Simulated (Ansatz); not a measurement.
Reaction (ligand exchange at the Al–I bond): `[F][Al]([F])[I]` + `N=C=O` → `O=C=[N][Al]([F])[F]` + HI

Program: Ansatz. Geometries: PBE0-D4/def2-TZVP. ΔE: electronic, gas phase. CCSD(T)/CBS adds triple-zeta CCSD(T) − MP2 to the extrapolated MP2 energy (def2 sets, frozen cores). This one scheme is used for every species. DFT in def2-TZVPP. B3LYP here is the variant with VWN-RPA as its local correlation; programs differ in this. HSE06 is defined as in plane-wave codes. Elements past krypton have def2 core potentials. For I outer-core shells are correlated without core-valence functions, which leaves a few kJ/mol of doubt a bond. Each species was taken in one conformer, which may not be the lowest.

| level | ΔE (kJ/mol) | difference from CCSD(T)/CBS |
| --- | --- | --- |
| LDA (SPW92) | 11.4 | 2.4 |
| revPBE-D4 | 12.6 | 3.6 |
| BLYP-D4 | 2.7 | -6.3 |
| r2SCAN-D4 | 8.4 | -0.6 |
| B97M-V | 0.0 | -9.0 |
| PBE0-D4 | 11.9 | 2.9 |
| B3LYP-D4 | 1.7 | -7.3 |
| r2SCANh-D4 | 7.9 | -1.1 |
| BHLYP-D4 | 0.3 | -8.7 |
| CAM-B3LYP-D4 | -2.2 | -11.2 |
| ωB97X-V | 5.2 | -3.8 |
| ωB97M-V | 5.6 | -3.4 |
| B2PLYP | 2.4 | -6.6 |
| PBE-QIDH | 8.8 | -0.2 |
| PBE | 14.8 | 5.8 |
| revPBE | 15.2 | 6.2 |
| BLYP | 2.8 | -6.2 |
| r2SCAN | 8.6 | -0.4 |
| PBE0 | 11.7 | 2.7 |
| B3LYP | 1.2 | -7.8 |
| r2SCANh | 8.1 | -0.9 |
| r2SCAN0 | 7.3 | -1.7 |
| HSE06 | 12.0 | 3.0 |
| BHLYP | -2.3 | -11.3 |
| CAM-B3LYP | -2.6 | -11.6 |
| LC-ωPBE | 5.9 | -3.1 |
| RPA@PBE/def2-TZVPP | -0.5 | -9.5 |
| MP2/def2-SVP | -4.0 | -13.0 |
| CCSD/def2-SVP | -9.2 | -18.2 |
| CCSD(T)/def2-SVP | -6.6 | -15.6 |
| HF/def2-TZVPP | -6.1 | -15.1 |
| MP2/def2-TZVPP | 5.9 | -3.1 |
| CCSD/def2-TZVPP | -1.9 | -10.9 |
| CCSD(T)/def2-TZVPP | 0.9 | -8.1 |
| HF/def2-QZVPP | -6.1 | -15.1 |
| MP2/def2-QZVPP | 10.6 | 1.6 |
| SCS-MP2/def2-QZVPP | 5.7 | -3.3 |
| HF/CBS(def2) | -6.1 | -15.1 |
| MP2/CBS(def2) | 14.0 | 5.0 |
| CCSD/CBS(def2) | 6.2 | -2.8 |
| CCSD(T)/CBS | 9.0 | 0 |

Task: What do rigid-rotor, harmonic-oscillator terms from PBE0-D4/def2-TZVP frequencies (298.15 K, 1 bar) make of the CCSD(T)/CBS value? (Best estimate.)

Result: The calculation gave: ΔZPE = -8.1 kJ/mol, ΔH = +2.5 kJ/mol, ΔS = -4 J/(mol·K), ΔG = +3.8 kJ/mol. Modes under 50 cm⁻¹ make the entropy rough.

Largest T1 diagnostic among the species: 0.018.

In def2-TZVPP, CCSD(T) changes the Hartree–Fock value by +7.0 kJ/mol (the triples alone add +2.8 kJ/mol) and MP2 by +12.0 kJ/mol. From PBE to PBE0 (25 % exact exchange), in def2-TZVPP and without D4, ΔE moves by −3.1 kJ/mol. Leaving LDA and LC-ωPBE aside and taking each functional with its dispersion term where it has one, the values, not all of them listed here, spread over 17.2 kJ/mol, from CAM-B3LYP-D4 to PBE-D4. LDA lies −3.4 kJ/mol from PBE without D4.
